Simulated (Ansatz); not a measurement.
Species: CH3Cl2Si (charge 0, doublet). It need not be the lowest isomer of its formula. 
Geometry from a B3LYP-D3(BJ)/def2-TZVP (Ansatz, a first-principles code) optimisation:
SMILES: [SiH](Cl)([CH2])Cl
```xyz
7

Si    -0.2186    -0.2263     0.4944
C     -2.0267    -0.2278     0.2600
Cl     0.6878    -1.3576    -0.9726
Cl     0.5023     1.6977     0.3466
H      0.1835    -0.7729     1.7979
H     -2.4983     0.2507    -0.5902
H     -2.6968    -0.7245     0.9520
```
Charge 0, spin multiplicity 2.

Basis-set convergence of Hartree-Fock and CCSD(T) correlation energies (hartree) with Ansatz. Valence correlation only, unless marked. Open shells are spin-unrestricted. No spin-orbit coupling. No relativistic terms.

```tsv
basis	functions	E(HF)	E(corr, CCSD(T))
aug-cc-pV(D+d)Z	146	-1247.64679	-0.58575
aug-cc-pV(T+d)Z	280	…	…
```

### Question
Complete the blanks.

### Answer

- aug-cc-pV(T+d)Z, E(HF): -1247.69894
- aug-cc-pV(T+d)Z, E(corr, CCSD(T)): -0.73309
